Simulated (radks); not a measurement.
Neutral terbium inside a hard spherical wall (all orbitals vanish at R), configuration held at [Xe] 4f9 6s2 and not refilled when levels cross. All-electron calculation, scalar-relativistic Kohn-Sham, LDA (Slater exchange, Perdew-Wang correlation), spin-polarised, spherical densities, finite nucleus; open shells are filled with parallel spins first (spin-orbit coupling, left out, can overturn this in heavy ions); Fermi nuclear charge, rms radius 5.06 fm. Program: a radial shooting solver on a logarithmic mesh with Libxc functionals. Eigenvalues in eV for spin up, with the zero of energy where the potential of the charges vanishes at infinity; a dash marks a level that is unbound or too diffuse for the functional's potential to be trusted. A positive occupied level is held by the wall or, in an anion where self-interaction has pushed it up, behind a barrier. The pressure on the wall is -dE/dV.

\begin{tabular}{lrrrrrrrrr}
R (bohr) & E (hartree) & kinetic (hartree) & e(5s) & e(5p) & e(4f) & e(6s) & e(5d, empty) & e(6p, empty) & pressure (GPa) \\ \hline
free & -11700.4548 & 12587.996 & -48.498 & -25.615 & -4.603 & -3.928 & -1.641 & -1.251 & 0 \\
20 & -11700.4548 & 12587.996 & -48.498 & -25.615 & -4.603 & -3.928 & -1.641 & -1.251 & < 0.0001 \\
12 & -11700.4544 & 12588.000 & -48.465 & -25.583 & -4.571 & -3.903 & -1.609 & -1.156 & 0.00556 \\
8 & -11700.4380 & 12588.110 & -47.832 & -24.961 & -3.945 & -3.332 & -1.012 & -0.008 & 0.577 \\
4 & -11699.5678 & 12591.507 & -40.789 & -18.258 & 3.593 & 10.831 & 7.565 & 20.720 & 156 \\
3.5 & -11698.7745 & 12594.520 & -37.211 & -14.725 & 7.801 & 21.152 & 12.649 & 34.148 & 436 \\
2.5 & -11692.3835 & 12617.341 & -18.096 & 6.387 & 30.471 & 85.883 & 42.167 & 110.39 & 5480 \\
2 & -11678.8331 & 12661.068 & 12.932 & 42.838 & 61.697 & 192.15 & 90.212 & 227.42 & 27200 \\
1.5 & -11628.9451 & 12810.503 & 116.31 & 162.39 & 137.49 & 495.82 & 233.91 & 548.35 & 200000 \\
\end{tabular}
